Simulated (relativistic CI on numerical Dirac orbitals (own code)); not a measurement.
## Hyperfine structure of V4+, mass number 50

Computed by Dirac-Coulomb-Breit CI, separate exchange-only KLI orbitals for each configuration, model QED (radiative potential, 1s self-energy scaled to tabulated hydrogen-like ionisation energies), valence Slater integrals scaled by 0.85, P86 correlation energy added to each configuration (own radial code, finite nucleus).

Configurations in the expansion (outside the closed core [Ne]): 3s2 3p6 3d, 3s2 3p6 4s, 3s2 3p5 3d2, 3s2 3p6 4p, 3s2 3p6 4d, 3s2 3p6 5s, 3s2 3p6 4f, 3s2 3p6 5p, 3s 3p6 3d2, 3s2 3p6 5d, 3s2 3p6 6s, 3s2 3p6 5f, 3s2 3p6 6p, 3s2 3p6 5g, 3s2 3p6 6d. Double excitations out of closed p, d and f shells are left out; levels of such configurations are missing from the list, as are those of other unlisted configurations, and high levels can miss mixing partners.

Nuclear spin I = 6, μ = 3.3442 μN, Q = 0.21 b (tables of Stone and Pyykkö). The electronic factors are computed for point nuclear moments, without core polarisation; leaving it out makes A of s and p electrons in near-neutral atoms 20 to 40 % too small, and it can dominate for d and f shells.

```json
{"Level": "3s2 3p6 3d 2D_3/2", "E (cm⁻¹)": "0.0", "A (MHz)": "315.2", "B (MHz)": "73.9"}
{"Level": "3s2 3p6 3d 2D_5/2", "E (cm⁻¹)": "589.8", "A (MHz)": "139.4", "B (MHz)": "104"}
{"Level": "3s2 3p6 4s 2S_1/2", "E (cm⁻¹)": "153846.3", "A (MHz)": "4233", "B (MHz)": ""}
{"Level": "3s2 3p6 4p 2P°_1/2", "E (cm⁻¹)": "211580.5", "A (MHz)": "1031", "B (MHz)": ""}
{"Level": "3s2 3p6 4p 2P°_3/2", "E (cm⁻¹)": "212777.4", "A (MHz)": "197.1", "B (MHz)": "138"}
{"Level": "3s2 3p5 3d2 4D°_1/2", "E (cm⁻¹)": "294543.7", "A (MHz)": "322.6", "B (MHz)": ""}
{"Level": "3s2 3p5 3d2 4D°_3/2", "E (cm⁻¹)": "294910.7", "A (MHz)": "186.2", "B (MHz)": "13.9"}
{"Level": "3s2 3p5 3d2 4D°_5/2", "E (cm⁻¹)": "295529.3", "A (MHz)": "87.53", "B (MHz)": "-95"}
```

Levels with J = 0, under 50 % of one LS term, or S terms without an open s electron are left out. Small factors come from cancelling terms and can be off by tens of per cent or more.

At this charge configurations can still be misplaced by up to about 7 % of their energy. 19 of the 33 excited levels that our extract of the measured tables holds in this range could be paired (the sources list more); they are missed by 3248 cm⁻¹ on average and 8635 at most, and levels without a partner can miss by more.

Question: Give the hyperfine levels of 3s2 3p6 3d 2D_3/2 relative to its centre of gravity.

Answer: With K = F(F + 1) − I(I + 1) − J(J + 1), E = AK/2 + B[¾K(K + 1) − I(I + 1)J(J + 1)]/[2I(2I − 1)J(2J − 1)]: F = 9/2: -3280, F = 11/2: -1593, F = 13/2: 445.1, F = 15/2: 2855 MHz.
